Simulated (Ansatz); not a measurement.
One change: `[SiH3]OB(S)Cl` becomes `FB(S)O[SiH3]`.

Ansatz, PBE0-D4/def2-TZVP geometries, multiplicity 1. Each molecule was computed in one conformer, which needn't be the lowest.

| property | `[SiH3]OB(S)Cl` |
| --- | --- |
| HOMO–LUMO gap (PBE/def2-TZVPP) / eV | 5.53 |
| HOMO–LUMO gap (ωB97M-V/def2-TZVPP) / eV | 11.61 |
| HOMO energy (PBE/def2-TZVPP) / eV | -6.76 |
| LUMO energy (ωB97M-V/def2-TZVPP) / eV | 1.42 |
| LUMO energy (PBE0/def2-TZVPP) / eV | -0.30 |
| zero-point energy (PBE0-D4/def2-TZVP) / kJ/mol | 119.4 |

Task: What does the change do to each property? (An estimate is asked.)

Result: Computed: 
| property | `FB(S)O[SiH3]` | shift |
| --- | --- | --- |
| HOMO–LUMO gap (PBE/def2-TZVPP) / eV | 5.63 | 0.10 |
| HOMO–LUMO gap (ωB97M-V/def2-TZVPP) / eV | 11.66 | 0.05 |
| HOMO energy (PBE/def2-TZVPP) / eV | -6.73 | 0.03 |
| LUMO energy (ωB97M-V/def2-TZVPP) / eV | 1.45 | 0.03 |
| LUMO energy (PBE0/def2-TZVPP) / eV | -0.23 | 0.07 |
| zero-point energy (PBE0-D4/def2-TZVP) / kJ/mol | 123.5 | 4.1 |
